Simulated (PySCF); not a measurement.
Cl4Sn, singlet, at a GFN2-xTB geometry (such geometries of metal compounds can be far from the true shape) (all electrons, no relativity); BLYP/STO-3G (PySCF).

The PySCF input:
```python
from pyscf import gto, scf, dft

mol = gto.Mole()
mol.atom = '''
    Cl   -1.800326   -0.844165   -1.188518
    Sn    0.000000    0.000000   -0.000000
    Cl   -0.316765    2.263579    0.377138
    Cl    1.945281   -0.315132   -1.217759
    Cl    0.171811   -1.104282    2.029139
'''
mol.basis = 'sto-3g'
mol.charge = 0
mol.spin = 0
mol.verbose = 4
mol.symmetry = True
mol.build()

mf = dft.RKS(mol)
mf.xc = 'blyp'
mf.irrep_nelec = {"A'": 80, 'A"': 38}
mf.kernel()
mf.analyze()
```

### Question
Predict the main parts of the log of this PySCF run.

### Answer

```
PySCF version 2.14.0

[INPUT] verbose = 4
[INPUT] num. atoms = 5
[INPUT] num. electrons = 118
[INPUT] charge = 0
[INPUT] spin (= nelec alpha-beta = 2S) = 0
[INPUT] symmetry True subgroup None
[INPUT] Mole.unit = angstrom
[INPUT] Symbol           X                Y                Z      unit          X                Y                Z       unit  Magmom
[...]
nuclear repulsion = 1019.23995728297
point group symmetry = C3v, use subgroup Cs
symmetry origin: [ 2.72248679e-07 -6.02154861e-17 -1.20430972e-16]
symmetry axis x: [-0.11881352  0.86787379  0.48236752]
symmetry axis y: [ 0.07416694 -0.47669428  0.87593483]
symmetry axis z: [ 0.99014272  0.13984862 -0.00772982]
num. orbitals of irrep A' = 42
num. orbitals of irrep A" = 21
number of shells = 31
number of NR pGTOs = 189
number of NR cGTOs = 63
basis = sto-3g
ecp = {}

******** <class 'pyscf.dft.rks_symm.SymAdaptedRKS'> ********
method = SymAdaptedRKS
initial guess = minao
damping factor = 0
level_shift factor = 0
DIIS = <class 'pyscf.scf.diis.CDIIS'>
diis_start_cycle = 1
diis_space = 8
diis_damp = 0
SCF conv_tol = 1e-09
SCF conv_tol_grad = None
SCF max_cycles = 50
direct_scf = True
direct_scf_tol = 1e-13
XC library pyscf.dft.libxc version 7.1.2
    S. Lehtola, C. Steigemann, M. J. T. Oliveira, and M. A. L. Marques,  SoftwareX 7, 1–5 (2018)
XC functionals = blyp
    A. D. Becke,  Phys. Rev. A 38, 3098 (1988)
    C. Lee, W. Yang, and R. G. Parr,  Phys. Rev. B 37, 785 (1988)
    B. Miehlich, A. Savin, H. Stoll, and H. Preuss,  Chem. Phys. Lett. 157, 200 (1989)
radial grids:
    Treutler-Ahlrichs [JCP 102, 346 (1995); DOI:10.1063/1.469408] (M4) radial grids

becke partition: Becke, JCP 88, 2547 (1988); DOI:10.1063/1.454033
pruning grids: <function nwchem_prune>
grids dens level: 3
symmetrized grids: True
atomic radii adjust function: <function treutler_atomic_radii_adjust>
small_rho_cutoff = 0
Freeze 118 electrons in irreps ["A'", 'A"']
    0 free electrons in irreps
Set gradient conv threshold to 3.16228e-05
Initial guess from minao.
tot grids = 97480
init E= -7768.90988152616
HOMO (A') = -0.417377922520338  LUMO (A") = -0.612643444656905  gap/eV = -5.31345

WARN: A' HOMO -0.417377922520338 > system LUMO -0.612643444656905

WARN: A" HOMO -0.612644327303417 > system LUMO -0.612643444656905

WARN: A" LUMO -0.612643444656905 < system HOMO -0.417377922520338

cycle= 1 E= -7785.46919990393  delta_E= -16.6  |g|= 0.333  |ddm|= 4.64
HOMO (A') = 0.0315996615951179  LUMO (A") = -0.127354382036304  gap/eV = -4.32536

WARN: A' HOMO 0.0315996615951179 > system LUMO -0.127354382036304

WARN: A" LUMO -0.127354382036304 < system HOMO 0.0315996615951179

cycle= 2 E= -7784.68036084589  delta_E= 0.789  |g|= 0.779  |ddm|= 3.68
HOMO (A') = 0.0261084225051064  LUMO (A") = -0.192757503864205  gap/eV = -5.95565

WARN: A' HOMO 0.0261084225051064 > system LUMO -0.192757503864205

WARN: A" LUMO -0.192757503864205 < system HOMO 0.0261084225051064

cycle= 3 E= -7785.22537997332  delta_E= -0.545  |g|= 0.43  |ddm|= 4.36
HOMO (A') = 0.0130119530096291  LUMO (A") = -0.15707261334372  gap/eV = -4.62824

WARN: A' HOMO 0.0130119530096291 > system LUMO -0.15707261334372

WARN: A" LUMO -0.15707261334372 < system HOMO 0.0130119530096291

cycle= 4 E= -7784.72311952496  delta_E= 0.502  |g|= 0.772  |ddm|= 3.99
HOMO (A') = 0.0120654168479056  LUMO (A") = -0.223000318944238  gap/eV = -6.39646

WARN: A' HOMO 0.0120654168479056 > system LUMO -0.223000318944238

WARN: A" LUMO -0.223000318944238 < system HOMO 0.0120654168479056

cycle= 5 E= -7785.05594814627  delta_E= -0.333  |g|= 0.635  |ddm|= 3.41
HOMO (A') = 0.012996611709188  LUMO (A") = -0.226519468490141  gap/eV = -6.51756

WARN: A' HOMO 0.012996611709188 > system LUMO -0.226519468490141

WARN: A" LUMO -0.226519468490141 < system HOMO 0.012996611709188

cycle= 6 E= -7785.13568439294  delta_E= -0.0797  |g|= 0.603  |ddm|= 2.88
HOMO (A') = 0.0129658415243027  LUMO (A") = -0.228335361060233  gap/eV = -6.56614

WARN: A' HOMO 0.0129658415243027 > system LUMO -0.228335361060233

WARN: A" HOMO -0.228988874526962 > system LUMO -0.228335361060233

WARN: A" LUMO -0.228335361060233 < system HOMO 0.0129658415243027

cycle= 7 E= -7785.36177159012  delta_E= -0.226  |g|= 0.405  |ddm|= 1.92
HOMO (A') = 0.0123226552354595  LUMO (A") = -0.227577032295893  gap/eV = -6.52800

WARN: A' HOMO 0.0123226552354595 > system LUMO -0.227577032295893

WARN: A" LUMO -0.227577032295893 < system HOMO 0.0123226552354595

cycle= 8 E= -7785.06380099682  delta_E= 0.298  |g|= 0.623  |ddm|= 1.92
HOMO (A') = 0.0122707233448214  LUMO (A") = -0.226895946633563  gap/eV = -6.50806

WARN: A' HOMO 0.0122707233448214 > system LUMO -0.226895946633563

WARN: A" LUMO -0.226895946633563 < system HOMO 0.0122707233448214

cycle= 9 E= -7785.06033908918  delta_E= 0.00346  |g|= 0.623  |ddm|= 0.0875
HOMO (A') = 0.0104353452912305  LUMO (A") = -0.225426447377963  gap/eV = -6.41813

WARN: A' HOMO 0.0104353452912305 > system LUMO -0.225426447377963

WARN: A" LUMO -0.225426447377963 < system HOMO 0.0104353452912305

cycle= 10 E= -7785.39640329977  delta_E= -0.336  |g|= 0.303  |ddm|= 3.17
HOMO (A') = 0.0140808942964113  LUMO (A") = -0.224540361259979  gap/eV = -6.49322

WARN: A' HOMO 0.0140808942964113 > system LUMO -0.224540361259979

WARN: A" LUMO -0.224540361259979 < system HOMO 0.0140808942964113

cycle= 11 E= -7785.07731031942  delta_E= 0.319  |g|= 0.604  |ddm|= 3.22
HOMO (A') = 0.0160732629018669  LUMO (A") = -0.221195230383886  gap/eV = -6.45640

WARN: A' HOMO 0.0160732629018669 > system LUMO -0.221195230383886

WARN: A" LUMO -0.221195230383886 < system HOMO 0.0160732629018669

cycle= 12 E= -7785.12645025567  delta_E= -0.0491  |g|= 0.591  |ddm|= 0.366
HOMO (A') = 0.0156610565471224  LUMO (A") = -0.221367529895935  gap/eV = -6.44988

WARN: A' HOMO 0.0156610565471224 > system LUMO -0.221367529895935

WARN: A" LUMO -0.221367529895935 < system HOMO 0.0156610565471224

cycle= 13 E= -7785.43878280648  delta_E= -0.312  |g|= 0.262  |ddm|= 1.72
[...]

cycle= 33 E= -7784.98776907071  delta_E= 0.371  |g|= 0.689  |ddm|= 4.02
HOMO (A') = 0.0190163104353796  LUMO (A") = -0.196539529344762  gap/eV = -5.86557

WARN: A' HOMO 0.0190163104353796 > system LUMO -0.196539529344762

WARN: A" LUMO -0.196539529344762 < system HOMO 0.0190163104353796

cycle= 34 E= -7785.2732434198  delta_E= -0.285  |g|= 0.404  |ddm|=  3.7
HOMO (A') = 0.0125062446827814  LUMO (A") = -0.219369488769376  gap/eV = -6.30966

WARN: A' HOMO 0.0125062446827814 > system LUMO -0.219369488769376

WARN: A" LUMO -0.219369488769376 < system HOMO 0.0125062446827814

cycle= 35 E= -7785.33756706393  delta_E= -0.0643  |g|= 0.32  |ddm|= 3.28
HOMO (A') = 0.012506308396477  LUMO (A") = -0.228295929225658  gap/eV = -6.55256

WARN: A' HOMO 0.012506308396477 > system LUMO -0.228295929225658

WARN: A" LUMO -0.228295929225658 < system HOMO 0.012506308396477

cycle= 36 E= -7785.39069161074  delta_E= -0.0531  |g|= 0.303  |ddm|= 0.679
HOMO (A') = 0.0122116861993601  LUMO (A") = -0.225025807123035  gap/eV = -6.45556

WARN: A' HOMO 0.0122116861993601 > system LUMO -0.225025807123035

WARN: A" LUMO -0.225025807123035 < system HOMO 0.0122116861993601

cycle= 37 E= -7785.05522937191  delta_E= 0.335  |g|=  0.6  |ddm|=  3.1
HOMO (A') = 0.0122323666130953  LUMO (A") = -0.225242462039499  gap/eV = -6.46202

WARN: A' HOMO 0.0122323666130953 > system LUMO -0.225242462039499

WARN: A" LUMO -0.225242462039499 < system HOMO 0.0122323666130953

cycle= 38 E= -7785.05682155931  delta_E= -0.00159  |g|= 0.599  |ddm|= 0.00875
HOMO (A') = 0.0120825616125379  LUMO (A") = -0.223481019516999  gap/eV = -6.41001

WARN: A' HOMO 0.0120825616125379 > system LUMO -0.223481019516999

WARN: A" LUMO -0.223481019516999 < system HOMO 0.0120825616125379

cycle= 39 E= -7785.0318534758  delta_E= 0.025  |g|= 0.611  |ddm|= 3.24
HOMO (A') = 0.0116132342594456  LUMO (A") = -0.210759822443602  gap/eV = -6.05108

WARN: A' HOMO 0.0116132342594456 > system LUMO -0.210759822443602

WARN: A" LUMO -0.210759822443602 < system HOMO 0.0116132342594456

cycle= 40 E= -7785.24627465502  delta_E= -0.214  |g|= 0.472  |ddm|= 2.63
HOMO (A') = 0.0124737192691383  LUMO (A") = -0.220206689563814  gap/eV = -6.33156

WARN: A' HOMO 0.0124737192691383 > system LUMO -0.220206689563814

WARN: A" LUMO -0.220206689563814 < system HOMO 0.0124737192691383

cycle= 41 E= -7785.04434907779  delta_E= 0.202  |g|= 0.62  |ddm|= 2.15
HOMO (A') = 0.0145113792722527  LUMO (A") = -0.231499973700893  gap/eV = -6.69431

WARN: A' HOMO 0.0145113792722527 > system LUMO -0.231499973700893

WARN: A" LUMO -0.231499973700893 < system HOMO 0.0145113792722527

cycle= 42 E= -7785.44318916742  delta_E= -0.399  |g|= 0.337  |ddm|= 3.21
HOMO (A') = 0.0148906213761679  LUMO (A") = -0.223517926682441  gap/eV = -6.48743

WARN: A' HOMO 0.0148906213761679 > system LUMO -0.223517926682441

WARN: A" LUMO -0.223517926682441 < system HOMO 0.0148906213761679

cycle= 43 E= -7785.05446693243  delta_E= 0.389  |g|= 0.612  |ddm|= 3.14
HOMO (A') = 0.015554012366873  LUMO (A") = -0.223295181018146  gap/eV = -6.49942

WARN: A' HOMO 0.015554012366873 > system LUMO -0.223295181018146

WARN: A" LUMO -0.223295181018146 < system HOMO 0.015554012366873

cycle= 44 E= -7785.07509006918  delta_E= -0.0206  |g|= 0.61  |ddm|= 0.216
HOMO (A') = 0.0136474497909047  LUMO (A") = -0.206637558827486  gap/eV = -5.99426

WARN: A' HOMO 0.0136474497909047 > system LUMO -0.206637558827486

WARN: A" LUMO -0.206637558827486 < system HOMO 0.0136474497909047

cycle= 45 E= -7785.27992016083  delta_E= -0.205  |g|= 0.395  |ddm|= 3.23
HOMO (A') = 0.0151313825234283  LUMO (A") = -0.226268814559963  gap/eV = -6.56883

WARN: A' HOMO 0.0151313825234283 > system LUMO -0.226268814559963

WARN: A" LUMO -0.226268814559963 < system HOMO 0.0151313825234283

cycle= 46 E= -7785.35068531968  delta_E= -0.0708  |g|= 0.31  |ddm|= 3.32
HOMO (A') = 0.014743306042741  LUMO (A") = -0.225712688684416  gap/eV = -6.54314

WARN: A' HOMO 0.014743306042741 > system LUMO -0.225712688684416

WARN: A" LUMO -0.225712688684416 < system HOMO 0.014743306042741

cycle= 47 E= -7785.07229700964  delta_E= 0.278  |g|= 0.602  |ddm|= 3.24
HOMO (A') = 0.0148159169054871  LUMO (A") = -0.225419910144793  gap/eV = -6.53715

WARN: A' HOMO 0.0148159169054871 > system LUMO -0.225419910144793

WARN: A" LUMO -0.225419910144793 < system HOMO 0.0148159169054871

cycle= 48 E= -7785.06926521367  delta_E= 0.00303  |g|= 0.601  |ddm|= 0.0199
HOMO (A') = 0.0120174711683767  LUMO (A") = -0.202704724733319  gap/eV = -5.84289

WARN: A' HOMO 0.0120174711683767 > system LUMO -0.202704724733319

WARN: A" LUMO -0.202704724733319 < system HOMO 0.0120174711683767

cycle= 49 E= -7784.92412872242  delta_E= 0.145  |g|= 0.65  |ddm|= 0.777
HOMO (A') = 0.0145053534062836  LUMO (A") = -0.195891823680082  gap/eV = -5.72520

WARN: A' HOMO 0.0145053534062836 > system LUMO -0.195891823680082

WARN: A" LUMO -0.195891823680082 < system HOMO 0.0145053534062836

cycle= 50 E= -7784.93368534118  delta_E= -0.00956  |g|= 0.633  |ddm|= 0.231
SCF not converged.
SCF energy = -7784.93368534118
**** SCF Summaries ****
Total Energy =                       -7784.933685341175988
Nuclear Repulsion Energy =            1019.239957282971432
One-electron Energy =               -12800.733163182278076
Two-electron Energy =                 3996.559520558130316
Two-electron Coulomb Energy =         4270.692383121586317
DFT Exchange-Correlation Energy =     -274.132862563455774
HOMO-LUMO gap [eV] =                    -5.725198803215391
Wave-function symmetry = A'
occupancy for each irrep:     A'   A"
                              40   19
**** MO energy ****
[...]
 ** Mulliken pop on meta-lowdin orthogonal AOs  **
 ** Mulliken pop  **
 ** Mulliken atomic charges  **
charge of    0Cl =     -0.62553
charge of    1Sn =      0.41680
charge of    2Cl =     -0.55064
charge of    3Cl =     -0.62553
charge of    4Cl =      1.38490
Dipole moment(X, Y, Z, Debye):  1.52853, -9.70093, 20.28594
```

Convergence was not reached.
